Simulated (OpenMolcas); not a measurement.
# An input for CH2BFN− (SMILES N#C[BH2-]F)

CH2BFN−: 6 atoms, total charge -1, spin state singlet. SMILES: `N#C[BH2-]F`. Geometry: relaxed at GFN2-xTB.

```xyz
6

N     0.7224   -1.9373    0.8205
C     0.3347   -0.9372    0.3900
B    -0.1209    0.4569   -0.1720
F    -1.4513    0.3597   -0.7273
H     0.6511    0.7940   -1.0571
H    -0.1361    1.2639    0.7459
```

Settings wanted:

```json
{
  "method": "SOS-MP2",
  "reference": "RHF",
  "relativity": "none",
  "integral approximation": "RICD aCD",
  "symmetry": "none",
  "basis set": "pcseg-2",
  "task": "energy",
  "frozen core orbitals": "4",
  "nucleus": "point"
}
```

Question: Give an OpenMolcas 26.06 job that does this.

Answer: One that was run (others would do as well):

job.input:
```
>>> EXPORT MOLCAS_PRINT=2
&GATEWAY
BasLib = $CurrDir
Coord
6
angstrom
N        0.722410      -1.937290       0.820490
C        0.334710      -0.937190       0.389970
B       -0.120860       0.456860      -0.171960
F       -1.451330       0.359680      -0.727330
H        0.651130       0.794000      -1.057090
H       -0.136070       1.263930       0.745910
Basis = pcseg-2
Group = NoSym
RICD
aCD
&SEWARD
&SCF
Charge = -1
PrOrbitals = 1 2
&MBPT2
SOSMP2
Frozen = 4
```

```bash
$ export MOLCAS_MEM=1860
$ pymolcas job.input > job.log
```

(Basis files named in the input come from the Basis Set Exchange and aren't shown.)

Calculated total energy: -218.45379 Eh. Without diffuse functions such a state is poorly described.
